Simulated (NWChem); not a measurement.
System: C₂H₄O₃Si; SMILES C1=C[Si](O1)(O)O

NWChem input:

```
start job
memory heap 200 mb stack 900 mb global 1100 mb
geometry units angstroms noautoz
  O      1.253363     1.385753     0.218828
  Si    -0.029294     0.350458     0.110888
  O     -1.358789     1.291669    -0.086494
  C     -0.223635    -1.195977     1.080071
  C      0.018278    -1.799407    -0.100087
  O      0.247621    -0.857852    -1.105275
  H      2.125891     0.985191     0.094266
  H     -1.204375     2.151404    -0.504425
  H     -0.448201    -1.638701     2.038185
  H      0.061435    -2.842251    -0.408067
end
basis spherical
  * library def2-svp
end
dft
  xc becke88 lyp
  iterations 150
  mulliken
end
task dft energy
```

Structure relaxed at the B3LYP/6-31G* (spherical d) level.

Question: Give the results of this calculation. (BLYP/def2-SVP.) Quantities: energy (Ha); highest occupied level (eV); orbital gap (eV); dipole (D).

Answer: 
```yaml
energy (Ha): -593.47
highest occupied level (eV): -5.25
orbital gap (eV): 4.42
dipole (D): 1.36
```
